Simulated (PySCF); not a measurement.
W⁺ (tungsten, charge +1) across methods

[Xe] 4f14 5d3 6s2, high-spin 4F determinant (an excited configuration). All numbers are calculated (PySCF 2.14, scalar relativity by spin-free X2C-1e, in x2c-TZVPPall with one added diffuse shell each of s, p, d, f type (12s8p8d4f1g, 113 functions)).

| method | E (hartree) | mean ε 5d α (eV) | mean ε 6s α (eV) | mean ε 6s β (eV) | Σ⟨r²⟩ (bohr²) | ⟨S²⟩ |
| --- | --- | --- | --- | --- | --- | --- |
| r2SCAN | -16143.23 | -15.177 | -13.790 | -12.517 | 57.13 | 3.759 |
| UHF | -16137.90783 | -20.141 | -15.726 | -14.055 | 58.01 | 3.761 |
| PBE | -16143.13 | -14.582 | -13.601 | -12.442 | 57.13 | 3.753 |
| PBE0 | -16142.91 | -16.135 | -14.312 | -13.099 | 57.10 | 3.754 |

**Question.** Estimate the same row for LDA.

**Answer.** E (hartree) = -16132.79; mean ε 5d α (eV) = -14.643; mean ε 6s α (eV) = -13.855; mean ε 6s β (eV) = -12.786; Σ⟨r²⟩ (bohr²) = 56.95; ⟨S²⟩ = 3.752.

Spin-orbit coupling, absent here, splits the open shell strongly.
